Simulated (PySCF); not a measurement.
Te(Cl)2 cation (Cl2Te), SMILES [Te](Cl)Cl (connectivity only; charge and spin as stated), charge +1, multiplicity 2.

Geometry: B3LYP-D3(BJ)/def2-TZVP. The spin state was assumed, not searched. The isomer is the one that the SMILES or the coordinates give; other isomers of the formula were not compared. The def2 effective core potentials stand for the cores of Te; spin–orbit coupling is left out.

These are TDA-PBE0/def2-SVPD in PySCF values and carry that method's errors.

Vertical excitations. 

### Question
Estimate the UV-visible absorptions. (Estimate from the structure and the level; the computed values follow.)

### Answer

| state | energy (eV) | λ (nm) | f | main pairs |
|---|---|---|---|---|
| root 1 | 3.03 | 409 | 0.000 | β HOMO→LUMO 100 % |
| root 2 | 3.14 | 395 | 0.000 | α HOMO→LUMO 74 %, β HOMO−2→LUMO 25 % |
| root 3 | 3.20 | 387 | 0.000 | α HOMO→LUMO+1 99 % |
| root 4 | 3.21 | 387 | 0.001 | α HOMO→LUMO 24 %, β HOMO−2→LUMO 75 % |
| root 5 | 3.35 | 370 | 0.026 | β HOMO−1→LUMO 92 % |
| root 6 | 4.22 | 294 | 0.013 | β HOMO−3→LUMO 93 % |
| root 7 | 4.60 | 269 | 0.000 | α HOMO−1→LUMO 50 %, α HOMO−2→LUMO+1 14 %, β HOMO→LUMO+1 29 %, β HOMO−2→LUMO+2 7 % |
| root 8 | 4.78 | 259 | 0.000 | α HOMO−2→LUMO 36 %, α HOMO−1→LUMO+1 27 %, β HOMO−2→LUMO+1 22 %, β HOMO→LUMO+2 13 % |
| root 9 | 4.85 | 255 | 0.003 | β HOMO−4→LUMO 96 % |
| root 10 | 4.98 | 249 | 0.000 | α HOMO−3→LUMO 26 %, β HOMO−1→LUMO+1 64 % |
Unrestricted roots are not spin-pure.
